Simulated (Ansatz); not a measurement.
A structure relaxed at PBE0-D4/def2-TZVP, charge 0, multiplicity 1:

| atom | x (Å) | y (Å) | z (Å) |
| --- | --- | --- | --- |
| F1 | 0.936 | -1.652 | -0.045 |
| Sn2 | 0.111 | 0.057 | 0.123 |
| Br3 | 0.204 | 1.051 | -2.107 |
| Br4 | -2.211 | -0.393 | 0.736 |
| H5 | 0.961 | 0.937 | 1.293 |

(1) Give its formula and SMILES.

(2) Point group (tolerance 0.08 Å, 0.16 Å for H)?

(3) Summarise the bond lengths by kind.

## Answers

(1) Br2FHSn, `[F][SnH]([Br])[Br]`.

(2) Cs.

(3) 1 × F–Sn 1.905 Å; 2 × Br–Sn 2.443 Å; 1 × H–Sn 1.693 Å.

All numbers were calculated with Ansatz.
